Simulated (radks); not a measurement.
Problem. Species: P12+. Configuration: [He] 2s1 (the NIST ground configuration). All-electron calculation, scalar-relativistic Kohn-Sham, PBEsol, spin-polarised, spherical densities, finite nucleus; open shells are filled with parallel spins first; Fermi nuclear charge, rms radius 3.1889 fm. Program: a radial shooting solver on a logarithmic mesh with Libxc functionals. Some entries of the table are withheld. Estimate them.

orbital  occ.  eigenvalue (hartree)  <r^2> (bohr^2)
1s up       1             -97.26778             (1)
1s down     1             -97.13421             (2)
2s up       1             -21.70228          0.2207

Solution. 
(1) 1s up <r^2> (bohr^2): 0.01416
(2) 1s down <r^2> (bohr^2): 0.01414
